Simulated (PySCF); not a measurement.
Ge(OH)3(OSiH3), SMILES [OH][Ge]([OH])([OH])[O][SiH3] (PBE0/def2-SVP optimised geometry):

```
12

O     -1.390     0.609     0.000
Ge    -0.626    -0.969     0.000
O     -1.132    -1.791     1.462
O      1.130    -0.969     0.000
O     -1.145    -1.730    -1.488
Si    -2.505    -1.572    -2.446
H     -1.491     0.969     0.888
H     -0.505    -2.473     1.731
H      1.491    -0.926    -0.893
H     -2.558    -2.770    -3.332
H     -3.744    -1.514    -1.615
H     -2.418    -0.342    -3.287
```

Computed with PBE0/def2-TZVP in PySCF.

Question: What are the frontier orbital energies and the dipole moment?

Answer: HOMO-2 -9.30 eV, HOMO-1 -9.04 eV, HOMO -8.84 eV, LUMO -0.54 eV, LUMO+1 0.80 eV; dipole moment 0.91 D.

On the same geometry PySCF with PBE/def2-TZVP gives HOMO-2 -7.60 eV, HOMO-1 -7.46 eV, HOMO -7.32 eV, LUMO -1.51 eV, LUMO+1 -0.11 eV; dipole moment 0.95 D.

Meta-Löwdin charges at PBE0/def2-TZVP: O1 -0.74, Ge2 1.56, O3 -0.74, O4 -0.74, O5 -0.83, Si6 0.74, H7 0.36, H8 0.36, H9 0.36, H10 -0.10, H11 -0.11, H12 -0.11.
